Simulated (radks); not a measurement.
Problem. The mean radii <r> (bohr) of the occupied orbitals of an atom or ion are listed with their occupations. Method: scalar-relativistic Kohn-Sham, SCAN, spin-polarised, spherical densities, finite nucleus; meta-GGA in the generalised Kohn-Sham scheme; Fermi nuclear charge, rms radius of each element as measured or else 0.836 A^(1/3) + 0.57 fm; computed with a radial shooting solver on a logarithmic mesh with Libxc functionals.

orbital  occ.     <r>
1s          2  0.1294
2s          2  0.5727

Name the element and its charge.

Solution. Z = 12, magnesium, charge +8: Mg8+ in [He] 2s(up 1, down 1). The 1s radius gives Z: for a bare nucleus <r> = (2 gamma + 1)/(2Z) with gamma = sqrt(1 - (Z/c)^2), 0.1247 bohr for Z = 12, and screening makes it slightly larger (0.1294 here). The occupations add up to 4, and the charge is Z minus that.
